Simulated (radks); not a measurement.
The mean radii <r> (bohr) of the occupied orbitals of an atom or ion are listed with their occupations. Calculated with a radial shooting solver on a logarithmic mesh with Libxc functionals: scalar-relativistic Kohn-Sham, LB94 model potential, spin-polarised, spherical densities, finite nucleus; Fermi nuclear charge, rms radius of each element as measured or else 0.836 A^(1/3) + 0.57 fm.

orbital  occ.      <r>
1s down     1  0.01999
1s up       1  0.01999
2s down     1  0.08475
2s up       1  0.08475
2p down     3  0.07527
2p up       3  0.07527
3s down     1   0.2203
3s up       1   0.2204
3p up       3   0.2195
3p down     3   0.2194
3d down     5   0.1990
3d up       5   0.1991
4s up       1   0.4824
4s down     1   0.4827
4p up       3   0.5050
4p down     3   0.5055
4d up       5   0.5248
4d down     5   0.5256
4f up       3   0.5299

Name the element and its charge. Open shells, if any, are filled with parallel spins first.

Answer. Z = 69, thulium, charge +20: Tm20+ in [Kr] 4d10 4f3. The 1s radius gives Z: for a bare nucleus <r> = (2 gamma + 1)/(2Z) with gamma = sqrt(1 - (Z/c)^2), 0.01977 bohr for Z = 69, and screening makes it slightly larger (0.01999 here). The occupations add up to 49, and the charge is Z minus that.
